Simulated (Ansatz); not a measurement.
Coupled-cluster diagnostics for BiH2(CF3) (CH2BiF3), Ansatz.

Geometry of the singlet (r2SCAN-D4/def2-SVP):

| atom | x (Å) | y (Å) | z (Å) |
| --- | --- | --- | --- |
| Bi1 | 0.4646 | 0.6750 | 1.3604 |
| H2 | 2.0515 | 0.5744 | 0.5199 |
| H3 | 0.0648 | 2.1573 | 0.4237 |
| C4 | -0.4871 | -0.6327 | -0.3237 |
| F5 | -0.2219 | -0.2060 | -1.5651 |
| F6 | -1.8273 | -0.6664 | -0.1863 |
| F7 | -0.0446 | -1.9015 | -0.2290 |

In the def2 sets Bi takes a core potential; there is no spin–orbit coupling. Correlated methods freeze 8 core orbitals; core or outer-core shells of Bi are correlated, in sets that lack core-valence functions.

Estimate the CCSD(T) correlation energy, the shares of MP2 and (T), T1 and the reference's ⟨S²⟩ for: charge 0, singlet, own geometry in def2-TZVPP; and the rough time on 4 threads of Intel Xeon on a shared host.


```
                          state       basis  correlation (eV)  MP2 share (%)  (T) share (%)     T1  ⟨S²⟩ (pure)  wall time
charge 0, singlet, own geometry  def2-TZVPP           -37.406           98.1            3.0  0.014  0.00 (0.00)    2.8 min
```
Customary marks for T1 are 0.02 (closed shells), 0.045 (open shells) and about 0.05 (3d metals). T1 stays under 0.02 throughout.
